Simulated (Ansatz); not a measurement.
`C[CH2][AlH][CH]=N` + H₂ → `C[CH2][AlH2]` + `C=N` at 600 K and 1 bar (hydrogenolysis of the Al–C bond).

Isolated molecules relaxed with PBE0-D4/def2-TZVP in Ansatz; ΔE leaves out vibrations. CBS: MP2 limit from def2 TZ/QZ plus the TZ coupled-cluster correction, frozen cores. This one scheme is used for every species. One conformer a species, not always the lowest.

```tsv
species	CCSD(T)/CBS energy (Eh)	H − E (kJ/mol)	S (J/(mol·K))
`C[CH2][AlH][CH]=N`	-415.64981	337.0	473.7
H₂	-1.17544	43.9	150.8
`C[CH2][AlH2]`	-322.31200	254.0	384.9
`C=N`	-94.52360	129.6	259.4
```

H − E and S are ideal-gas, rigid-rotor, harmonic terms from PBE0-D4/def2-TZVP, for one conformer and one mirror image of each species. For small species the MP2-based limit differs from directly extrapolated CCSD(T) by up to some mEh (0.8 for H₂); such offsets cancel only in part. 1 Eh = 2625.50 kJ/mol, R = 8.31446 J/(mol·K).

By hand: ΔE, ΔH, ΔS and ΔG.

ΔE = (-322.31200) + (-94.52360) − (-415.64981) − (-1.17544) = -0.01035 Eh = -27.2 kJ/mol. Δ(H − E) = 254.0 + 129.6 − 337.0 − 43.9 = 2.7, so ΔH = -24.5 kJ/mol. ΔS = 384.9 + 259.4 − 473.7 − 150.8 = 19.8 J/(mol·K). ΔG = -24.5 − 600 × (19.8)/1000 = -36.4 kJ/mol.

By hand: the equilibrium constant, and the temperature at which ΔG would vanish if ΔH and ΔS stayed fixed.

log₁₀ K = −ΔG/(RT ln 10) = 3.2. ΔH and −TΔS have one sign here, so there is no such temperature.

TΔS isn't small against ΔH here. A doubt of 5 kJ/mol in ΔE shifts log₁₀ K by 0.4 here. Other conformers and mirror images would add mixing entropy, several J/(mol·K) or more a flexible species. Modes under 60 cm⁻¹, often nearly free rotors, make the harmonic entropy too high. These are equilibria of isolated gas molecules and say nothing of rates. Largest T1 diagnostic: 0.012 (customary marks: 0.02 for closed shells, 0.045 for open ones).
